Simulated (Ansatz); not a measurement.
`OB(O)OC[SiH3]` + `CB(C)O` → `CB(C)O[SiH3]` + `COB(O)O`  (ligand exchange at the Si–C bond)

Program: Ansatz. Geometries: PBE0-D4/def2-TZVP. ΔE: electronic, gas phase. CCSD(T)/CBS is the MP2 limit (def2-TZVPP, def2-QZVPP) plus CCSD(T) − MP2 in def2-TZVPP, frozen cores. Functionals use def2-TZVPP. One conformer a species, not always the lowest.

**Question.** Is it downhill or uphill in electronic energy at CCSD(T)/CBS, and by how much? (Best estimate.)

**Answer.** Ansatz gave: Downhill: ΔE = -1.18 eV.

**Question.** What do these levels give: PBE-D4, r2SCAN-D4, ωB97X-V, PBE, r2SCAN, PBE0, MP2/def2-TZVPP, SCS-MP2/def2-TZVPP, CCSD(T)/def2-TZVPP, HF/def2-QZVPP, SCS-MP2/def2-QZVPP, CCSD/CBS(def2)? (An estimate is asked.)

**Answer.** Ansatz gave: PBE-D4 -1.01, r2SCAN-D4 -1.15, ωB97X-V -1.17, PBE -1.00, r2SCAN -1.15, PBE0 -1.07, MP2/def2-TZVPP -1.21, SCS-MP2/def2-TZVPP -1.25, CCSD(T)/def2-TZVPP -1.18, HF/def2-QZVPP -1.42, SCS-MP2/def2-QZVPP -1.25, CCSD/CBS(def2) -1.21 eV.

Largest T1 diagnostic among the species: 0.012.

In def2-TZVPP, CCSD(T) changes the Hartree–Fock value by +0.23 eV (the triples alone add +0.03 eV) and MP2 by +0.20 eV. From PBE to PBE0 (25 % exact exchange), in def2-TZVPP and without D4, ΔE moves by −0.08 eV.
